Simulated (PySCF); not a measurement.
NMR data simulated for an unnamed compound:

¹H NMR (400 MHz, computed): δ 7.76 (m, 1H), 7.65 (m, 1H), 7.64 (m, 1H), 3.37 (s, 1H).

¹³C{¹H} NMR (computed): δ 151.6 (C), 137.5 (CH), 137.3 (CH), 135.3 (CH), 134.1 (C), 122.7 (C), 119.8 (C), 98.0 (CH), 84.5 (C).

Computational details: PBE0/pcSseg-1 with gauge-including orbitals, geometry: GFN2-xTB, in PySCF 2.14 (no relativistic terms, one conformer, in vacuum).

δ = σ(ref) − σ, references computed at the same level: ¹H (31.72 ppm), ¹³C (186.93 ppm) against TMS.

Q: Which of these does the molecule contain: a carboxylic acid, a benzene ring, a nitrile, a CF3 group, a vinyl group CH=CH2, a C≡C triple bond?

A: 
- A carboxylic acid: no.
- A benzene ring: yes.
- A nitrile: yes (δC 119.8).
- A CF3 group: no.
- A vinyl group CH=CH2: no.
- A C≡C triple bond: yes (δC 98.0, 84.5; δH 3.37 (s)).

The data belong to `InChI=1S/C9H4ClN/c1-2-7-4-3-5-9(10)8(7)6-11/h1,3-5H`; they needn't prove each group on their own.

Carbon signals by region: 7 in the sp2 and nitrile region (100–160 ppm), 2 at 50–100 ppm.

Carbons that carry Cl, above all several Cl atoms, come out too deshielded, partly because spin–orbit coupling is missing. Shifts are as computed. Against solution values, carbons near 30 ppm lie about +3 ppm off and those near 130 ppm about +5 ppm; carbons on Cl a further +6 ppm. Of 1211 compounds with measured shifts, 218 miss one by over three times the rms of a fit or turn the order of signals round; such compounds aren't used in these exercises. No couplings were computed; multiplicities are counted from neighbouring protons, with m where these are inequivalent, close in shift, in a saturated or five-membered ring or joined by F or P, and br s for small geminal =CH2 splittings.
